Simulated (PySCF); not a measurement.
Cl4Se, charge +1, doublet, geometry from GFN2-xTB of the parent state (a state made from the parent by changing its charge; the spin is typed, not shown lowest); CAMB3LYP/STO-3G (PySCF).

Input for PySCF:
```python
from pyscf import gto, scf, dft

mol = gto.M(
    atom='''
Se   -0.003007    0.004701    0.442483
Cl    1.061722   -1.326566   -0.820968
Cl    1.812304    1.458836    0.396540
Cl   -1.050276    1.308670   -0.863321
Cl   -1.817736   -1.450343    0.402783
''',
    basis='sto-3g',
    charge=1,
    spin=1,
    verbose=4,
)

mf = dft.ROKS(mol)
mf.xc = 'camb3lyp'
mf.kernel()
```

What the program printed (banner, timings and long lists left out):

```
PySCF version 2.14.0

[INPUT] verbose = 4
[INPUT] num. atoms = 5
[INPUT] num. electrons = 101
[INPUT] charge = 1
[INPUT] spin (= nelec alpha-beta = 2S) = 1
[INPUT] symmetry False subgroup None
[INPUT] Mole.unit = angstrom
[INPUT] Symbol           X                Y                Z      unit          X                Y                Z       unit  Magmom
[INPUT]  1 Se    -0.003007000000   0.004701000000   0.442483000000 AA   -0.005682406457   0.008883602512   0.836171684776 Bohr   0.0
[INPUT]  2 Cl     1.061722000000  -1.326566000000  -0.820968000000 AA    2.006363800425  -2.506846426160  -1.551404677032 Bohr   0.0
[INPUT]  3 Cl     1.812304000000   1.458836000000   0.396540000000 AA    3.424758214454   2.756800500656   0.749351997435 Bohr   0.0
[INPUT]  4 Cl    -1.050276000000   1.308670000000  -0.863321000000 AA   -1.984733995204   2.473027887435  -1.631440247586 Bohr   0.0
[INPUT]  5 Cl    -1.817736000000  -1.450343000000   0.402783000000 AA   -3.435023206762  -2.740751056680   0.761149557631 Bohr   0.0

nuclear repulsion = 824.779331769026
number of shells = 28
number of NR pGTOs = 162
number of NR cGTOs = 54
basis = sto-3g
ecp = {}

******** <class 'pyscf.dft.roks.ROKS'> ********
method = ROKS
initial guess = minao
damping factor = 0
level_shift factor = 0
DIIS = <class 'pyscf.scf.diis.CDIIS'>
diis_start_cycle = 1
diis_space = 8
diis_damp = 0
SCF conv_tol = 1e-09
SCF conv_tol_grad = None
SCF max_cycles = 50
direct_scf = True
direct_scf_tol = 1e-13
num. doubly occ = 50  num. singly occ = 1
XC library pyscf.dft.libxc version 7.1.2
    S. Lehtola, C. Steigemann, M. J. T. Oliveira, and M. A. L. Marques,  SoftwareX 7, 1–5 (2018)
XC functionals = camb3lyp
    T. Yanai, D. P. Tew, and N. C. Handy,  Chem. Phys. Lett. 393, 51 (2004)
radial grids:
    Treutler-Ahlrichs [JCP 102, 346 (1995); DOI:10.1063/1.469408] (M4) radial grids

becke partition: Becke, JCP 88, 2547 (1988); DOI:10.1063/1.454033
pruning grids: <function nwchem_prune>
grids dens level: 3
symmetrized grids: False
atomic radii adjust function: <function treutler_atomic_radii_adjust>
small_rho_cutoff = 0
Set gradient conv threshold to 3.16228e-05
tot grids = 95944
init E= -4191.73627667931
  HOMO = -0.537617811427012  LUMO = -0.314288939346091  gap/eV = 6.07709
cycle= 1 E= -4195.17441905853  delta_E= -3.44  |g|= 0.356  |ddm|= 2.51
  HOMO = -0.472322675375896  LUMO = -0.314966754612716  gap/eV = 4.28187
cycle= 2 E= -4195.19739658825  delta_E= -0.023  |g|= 0.284  |ddm|=  1.1
  HOMO = -0.464718164049574  LUMO = -0.25468983851695  gap/eV = 5.71516
cycle= 3 E= -4195.24424008952  delta_E= -0.0468  |g|= 0.0229  |ddm|= 0.529
  HOMO = -0.467234122224077  LUMO = -0.252336095603819  gap/eV = 5.84767
cycle= 4 E= -4195.24465950528  delta_E= -0.000419  |g|= 0.00337  |ddm|= 0.0591
  HOMO = -0.465622922159713  LUMO = -0.253562958982545  gap/eV = 5.77045
cycle= 5 E= -4195.24469035647  delta_E= -3.09e-05  |g|= 0.00133  |ddm|= 0.0215
  HOMO = -0.466010611468671  LUMO = -0.253213201421844  gap/eV = 5.79051
cycle= 6 E= -4195.24469704683  delta_E= -6.69e-06  |g|= 0.000285  |ddm|= 0.0135
  HOMO = -0.465938787997187  LUMO = -0.253257622349549  gap/eV = 5.78735
cycle= 7 E= -4195.24469750941  delta_E= -4.63e-07  |g|= 0.000113  |ddm|= 0.00335
  HOMO = -0.465928208825215  LUMO = -0.25326573161115  gap/eV = 5.78684
cycle= 8 E= -4195.24469760894  delta_E= -9.95e-08  |g|= 2.47e-05  |ddm|= 0.00198
  HOMO = -0.465931985086867  LUMO = -0.253265970382029  gap/eV = 5.78694
cycle= 9 E= -4195.24469761447  delta_E= -5.53e-09  |g|= 1.73e-05  |ddm|= 0.000539
  HOMO = -0.465932380028145  LUMO = -0.25326603537778  gap/eV = 5.78695
cycle= 10 E= -4195.24469761495  delta_E= -4.78e-10  |g|= 3.73e-06  |ddm|= 8.5e-05
  HOMO = -0.465932246384137  LUMO = -0.253266141746761  gap/eV = 5.78694
Extra cycle  E= -4195.24469761497  delta_E= -1.46e-11  |g|= 4.63e-06  |ddm|= 2.79e-05
converged SCF energy = -4195.24469761497
```
